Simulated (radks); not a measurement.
Question: These are the eigenvalues of the occupied orbitals of an atom or ion with whole-number occupations (Ry). All-electron calculation, Dirac Kohn-Sham, LDA (Slater exchange, Perdew-Wang correlation), spin-unpolarised, spherical densities, finite nucleus; Fermi nuclear charge, rms radius of each element as measured or else 0.836 A^(1/3) + 0.57 fm. Program: a radial shooting solver on a logarithmic mesh with Libxc functionals.

| orbital | eigenvalue |
|---|---|
| 1s1/2 | -4636.925 |
| 2s1/2 | -788.9500 |
| 2p1/2 | -753.4284 |
| 2p3/2 | -671.3875 |
| 3s1/2 | -178.7370 |
| 3p1/2 | -162.9534 |
| 3p3/2 | -145.4603 |
| 3d3/2 | -118.5146 |
| 3d5/2 | -114.6916 |
| 4s1/2 | -35.52147 |
| 4p1/2 | -29.09071 |
| 4p3/2 | -25.09391 |
| 4d3/2 | -14.48733 |
| 4d5/2 | -13.75754 |
| 5s1/2 | -4.47498 |
| 5p1/2 | -2.69157 |
| 5p3/2 | -2.18181 |
| 4f5/2 | -0.77053 |
| 4f7/2 | -0.65839 |
| 6s1/2 | -0.34926 |
| 5d3/2 | -0.15007 |

Which element is it, and in what charge state? The configuration may be excited. Open shells, if any, fill j = l - 1/2 first.

Answer: Z = 71, lutetium, charge 0: Lu in [Xe] 4f14 5d1 6s2. The list shows which subshells hold electrons but not how many an open one holds; the 1s level, -2318.5 hartree, gives Z - s = 68.1 by -(Z - s)^2/2, which with screening and relativity narrows Z to a few neighbours, and the depths of the outer levels then fix element, charge and occupations together.
